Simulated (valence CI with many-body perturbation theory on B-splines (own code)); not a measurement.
Values are calculated unless marked as measured or tabulated.
## Sensitivity of CI+MBPT for Se XXII

Level of theory: configuration interaction combined with many-body perturbation theory (CI+MBPT): three valence electrons over a frozen Dirac-Fock core [Ne], radial functions for each j: 6 s, 6 p, 5 d, 3 f, 1 g, with the one-electron correlation potential Σ1 (screened to all orders), the two-electron term Σ2, the three-electron term Σ3, Breit, model QED; selected single and double excitations, second order for the rest, scaled by the run's own slope (own B-spline code, finite nucleus).

No measured spectrum was set against this ion. As an estimate, levels of excited configurations hold to 0.05 to 0.15 % of their energy, terms of the ground configuration to about 0.5 %.

The reference run has the lowest level 3s2 3p 2P°_1/2 and an ionisation energy of 893.762 eV. Its largest variational space holds 2936 state functions.

Names give the largest LS component (configuration and term), which can be under half, so a name can repeat, a term be missing and a line seem to break the LS rules; names also repeat where a configuration has a term twice.

Changed runs:
A. scale of Σ2 1 → 0.8
B. hole-hole ladder in Σ2 on → off
C. size limit of the variational space 10000 → 1500
D. closed core [Ne] → [Ne] 3s1 (bad on purpose)

Excitation energies of the reference run in cm⁻¹, and shifts in cm⁻¹:

| Level | Reference | A | B | C |
| --- | --- | --- | --- | --- |
| 3s2 3p 2P°_3/2 | 73649 | -19 | -2.8 | -0.6 |
| 3s 3p2 4P_1/2 | 371409 | -259 | -41 | 0 |
| 3s 3p2 4P_3/2 | 408653 | -302 | -51 | 0 |
| 3s 3p2 4P_5/2 | 438694 | -273 | -41 | +0.2 |
| 3s 3p2 2D_3/2 | 514207 | -59 | +32 | -0.4 |
| 3s 3p2 2D_5/2 | 534565 | -127 | +18 | -0.3 |
| 3s 3p2 2P_1/2 | 592517 | +622 | +71 | 0 |
| 3s 3p2 2S_1/2 | 665900 | +535 | +76 | 0 |
| 3s 3p2 2P_3/2 | 677422 | +836 | +55 | -1.4 |
| 3s2 3d 2D_3/2 | 760203 | +770 | -114 | -1.7 |
| 3s2 3d 2D_5/2 | 770200 | +743 | -119 | -2.2 |
| 3p3 2D°_3/2 | 945565 | +137 | +50 | -0.3 |
| Ionisation energy (eV) | 893.762 | +0.038 | -0.015 | 0 |

Run D: It gave no result: the perturbation theory needs a core of closed shells. The program said: "the core must hold closed shells only".
